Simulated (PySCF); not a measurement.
A species of formula C7H13FOSi has this rotational fingerprint, computed with PBE0/pcSseg-1 in PySCF (dipole) on a GFN2-xTB geometry, gas phase:

| Property | Result |
| --- | --- |
| Rotational constants | A = 1481, B = 846.7, C = 723.0 MHz |
| Dipole components | \|μa\| = 1.97 D, \|μb\| = 2.54 D, \|μc\| = 0.99 D |
| Inertial defect | -239.08 u·Å² |
| κ | -0.67 |

Question: Which structure is it? (One computed conformer of each.)
A. `[CH3:1][CH:2]([CH3:3])[C@@H:4]1[CH2:5][C@:6]1([SiH3:7])[C:8](=[O:9])[F:10]` with C1–C2–C4–C5 147°, C5–C6–C8–O9 164°
B. `[CH2:1]=[C:2]([CH3:3])/[CH:4]=[C:5](\[CH2:6][CH2:7][F:8])[SiH2:9][OH:10]` with C1–C2–C4–C5 48°, C4–C5–C6–C7 -105°, C5–C6–C7–F8 -76°, C4–C5–Si9–O10 -168°, C5–Si9–O10–H -59°
C. `[OH:1][SiH2:2]/[C:3](=[CH:4]\[CH:5]1[CH2:6][CH2:7]1)[CH2:8][CH2:9][F:10]` with H–O1–Si2–C3 -55°, O1–Si2–C3–C4 -81°, C3–C4–C5–C6 151°, Si2–C3–C8–C9 -85°, C3–C8–C9–F10 63°

Answer: A. It is CC(C)[C@@H]1C[C@]1([SiH3])C(=O)F, an asymmetric top, point group C1. The candidates at the same level (rigid rotor, commonest isotopes):

```
                          SMILES  A (MHz)  B (MHz)  C (MHz)  μa (D)  μb (D)  μc (D)  Δ (u·Å²)  point group           rotor
CC(C)[C@@H]1C[C@]1([SiH3])C(=O)F     1481    846.7    723.0    1.97    2.54    0.99   -239.08           C1  asymmetric top
          O[SiH2]/C(=C\C1CC1)CCF     1559    668.9    555.8    0.89    2.95    0.21   -170.36           C1  asymmetric top
         C=C(C)/C=C(\CCF)[SiH2]O     1655    680.8    514.7    2.42    1.64    0.06    -65.70           C1  asymmetric top
```

`C=C(C)/C=C(\CCF)[SiH2]O` has C 29 % too low; `O[SiH2]/C(=C\C1CC1)CCF` has C 23 % too low. No structure here is proved a minimum.
